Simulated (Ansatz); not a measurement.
Cost and result for the atomization energy of `O[SiH2]C(O)[SiH3]` (13 atoms, 12 bonds).

| atom | x (Å) | y (Å) | z (Å) |
| --- | --- | --- | --- |
| O1 | -1.458 | 1.951 | 1.265 |
| Si2 | -0.516 | 1.435 | 0.019 |
| C3 | -0.281 | -0.431 | 0.142 |
| O4 | 0.170 | -0.649 | 1.492 |
| Si5 | 0.924 | -1.155 | -1.118 |
| H6 | -1.228 | 1.581 | 2.120 |
| H7 | 0.823 | 2.083 | 0.041 |
| H8 | -1.223 | 1.774 | -1.240 |
| H9 | -1.270 | -0.890 | -0.017 |
| H10 | 0.324 | -1.589 | 1.626 |
| H11 | 2.217 | -0.425 | -1.103 |
| H12 | 0.339 | -1.109 | -2.485 |
| H13 | 1.181 | -2.576 | -0.742 |

The species carries charge 0 and has multiplicity 1. The structure was optimised at the PBE0-D4/def2-TZVP level. It is one conformer, not always the lowest. Program: Ansatz. All runs use 4 threads of an Arm Neoverse V1 on a shared host. Times are those of one run each, without the atoms' runs, and a repeat can differ threefold. Electronic energies, without spin–orbit coupling; frozen cores. CCSD(T)/CBS adds CCSD(T) − MP2 in def2-TZVPP to the MP2 limit, and its time is that of the two runs behind it. T1 = 0.012. B3LYP takes the VWN-RPA correlation (the form of Gaussian; ORCA's B3LYP/G).

CCSD(T)/CBS is a level of theory with its own doubt, some kJ/mol a heavy atom from the limit and from the frozen cores, so smaller differences don't rank the functionals.

```
                             level  functions  wall time  atomization (kJ/mol)  difference from CCSD(T)/CBS  per bond
   PBE-D4/def2-TZVPP (with forces)        289      3.3 s                4482.3                          4.0       0.3
                PBE0-D4/def2-TZVPP        289      4.1 s                4415.6                        -62.7      -5.2
r2SCAN-D4/def2-TZVPP (with forces)        289      6.5 s                4459.0                        -19.3      -1.6
 B3LYP-D4/def2-TZVPP (with forces)        289      6.5 s                4449.7                        -28.6      -2.4
                 B2PLYP/def2-TZVPP        289      7.5 s                4400.9                        -77.4      -6.4
                ωB97X-V/def2-TZVPP        289       11 s                4483.7                          5.4       0.4
  ωB97M-V/def2-TZVPP (with forces)        289       16 s                4474.9                         -3.4      -0.3
                    MP2/def2-QZVPP        551       31 s                4475.0                         -3.3      -0.3
                CCSD(T)/def2-TZVPP        289    4.7 min                4351.5                       -126.8     -10.6
                 CCSD(T)/CBS(def2)          –    5.3 min                4478.3                          0.0       0.0
```

The D4 term adds +45.7 kJ/mol with B3LYP and +24.1 kJ/mol with PBE0; it sums over pairs of atoms, weighted by their polarisabilities, and B3LYP, whose exchange is more repulsive, gets the larger term. In def2-TZVPP, CCSD(T) changes the Hartree–Fock value by +1123.5 kJ/mol (the triples alone add +57.4 kJ/mol) and MP2 by +1171.3 kJ/mol; breaking electron pairs costs correlation energy, which Hartree–Fock lacks. From PBE to PBE0 (25 % exact exchange), in def2-TZVPP and without D4, the atomization energy moves by −62.5 kJ/mol: exact exchange takes away binding that semilocal exchange gives to molecules.
